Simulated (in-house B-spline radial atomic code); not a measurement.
Configurations of O, with energies counted from [He] 2s2 2p4. Level of theory: non-relativistic B3LYP, spin-polarised, spherical fractional occupations, exact exchange averaged over the configuration, point nucleus; calculated with a B-spline radial code for spherical atoms. Shells without spins written out take the highest spin.

Occupations are held fixed; configurations that lie above the ionisation limit could autoionise.

| configuration | E - E(ref) (eV) | highest orbital | its <r> (bohr) |
| --- | --- | --- | --- |
| [He] 2s2 2p3 3s1 | 9.3118 | 3s up | 4.699 |
| [He] 2s2 2p3 3p1 | 10.899 | 3p up | 6.173 |
| [He] 2s2 2p3 3d1 | 12.274 | 3d up | 9.939 |

Q: Order these further configurations by energy, lowest first.
A. [He] 2s1 2p4 3p1
B. [He] 2s1 2p4 3s1
C. [He] 2s1 2p5
D. [He] 2s1 2p4 3d1

A: C (15.021 eV), B (24.157 eV), A (25.77 eV), D (27.168 eV).
